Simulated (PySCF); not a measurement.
A structure optimised at ωB97X-D3(BJ)/def2-TZVP, used in a PySCF frequency run:

```
Se
F 1 1.7470
Br 1 2.2761 2 98.76
```
Charge 0, spin multiplicity 1.

Question: Write its SMILES, formula and point group.

Answer: F[Se]Br, BrFSe, Cs

Question: What are its rotational constants (standard atomic weights)?

Answer: 12.049, 2.0364, 1.7420 GHz
